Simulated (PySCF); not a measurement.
## Steps of a relaxation of [Pb(SH)3(NH3)]−

[Pb(SH)3(NH3)]− (singlet). PySCF 2.14.0, RKS PBE0, Pb def2-SVP with ECP60, S def2-SVP, H def2-SVP, N def2-SVP; non-relativistic Hamiltonian with scalar-relativistic core potentials where named; density fitting; no spin-orbit coupling. Origin of the start: template. Columns: position (Å) and force (eV/Å). Energies are counted from the last step; some of the 60 steps are shown. Forces carry noise of the integration grid, about 0.01 to 0.03 eV/Å.

Run from Python with OMP_NUM_THREADS=2. Where DIIS fails, smearing, a level shift and second-order steps follow.
It took 5.2 min on 2 threads of Arm Neoverse V2, on a shared host, from the converged density of the start.

```xyz
11
step 0  E = 1.432 eV
Pb   -0.0793    0.0842   -0.0859     0.63   -0.59    0.79
S     1.4729    1.6364    1.4663     0.38    0.80    0.39
H     2.1942    0.7655    2.1876     0.10   -0.26    0.10
S    -1.6315   -1.4680    1.4663    -0.32   -1.05    0.24
H    -2.3528   -0.5971    2.1876     0.03    0.39    0.08
S     1.4729   -1.4680   -1.6381     0.59   -0.30   -0.50
H     1.1327   -2.7200   -1.2979    -0.15   -0.25    0.13
N    -1.5169    1.5218   -1.5235    -1.24    1.27   -1.21
H    -2.1301    2.1350   -0.9864    -0.08    0.08    0.11
H    -0.9798    2.1350   -2.1367     0.12    0.06   -0.07
H    -2.1301    0.9847   -2.1367    -0.05   -0.14   -0.06
```

```xyz
11
step 20  E = 0.335 eV
Pb   -0.0433   -0.3125    0.1758    -0.02    0.00    0.02
S     1.5534    1.3373    1.5742    -0.03    0.04    0.01
H     2.4443    0.3636    1.8474     0.03   -0.07    0.00
S    -0.8147   -2.1219    2.0237    -0.04    0.06   -0.05
H    -1.8997   -1.3742    2.3373     0.02   -0.03   -0.01
S     1.8961   -1.9393   -0.6798     0.01   -0.08   -0.01
H     1.1953   -3.0383   -0.3155     0.01    0.06    0.01
N    -2.1001    2.3883   -2.1423     0.04    0.10    0.13
H    -2.8710    2.9884   -1.8575    -0.04    0.01   -0.02
H    -1.4385    2.9836   -2.6348     0.06    0.00   -0.02
H    -2.4692    1.7346   -2.8254    -0.04   -0.09   -0.08
```

```xyz
11
step 39  E = 0.230 eV
Pb    0.0042   -0.4948   -0.4178     0.09   -0.02    0.09
S     1.3143    1.2786    1.1125     0.20   -0.24    0.07
H     2.2397    0.3253    1.4216    -0.23    0.24   -0.11
S    -1.1201   -2.0833    1.4250    -0.17    0.17    0.07
H    -1.8741   -1.0809    1.9529     0.15   -0.15   -0.07
S     2.0322   -2.2208   -0.5586     0.04    0.03   -0.17
H     1.6436   -2.8179    0.5830    -0.06   -0.04    0.12
N    -2.2352    2.5562   -1.7127    -0.08    0.46   -0.13
H    -2.8991    3.1364   -2.2444     0.38   -0.27    0.13
H    -1.2932    2.8089   -2.0248    -0.22    0.05    0.06
H    -2.3596    1.6020   -2.0339    -0.08   -0.23   -0.06
```

Where does the relaxation end?

It stopped unconverged at step 59:
```xyz
11
step 59  E = 0
Pb   -0.0991   -1.2492   -0.9191
S     0.3991    1.1690    0.1737
H     1.4711    0.6436    0.8103
S    -1.3772   -2.1345    1.2451
H    -1.2060   -0.8920    1.7652
S     2.2355   -2.3443   -0.2334
H     1.7909   -2.4611    1.0308
N    -2.1941    2.6864   -1.4642
H    -2.1126    2.9317   -2.4560
H    -1.3193    2.9885   -1.0325
H    -2.1357    1.6714   -1.4170
```
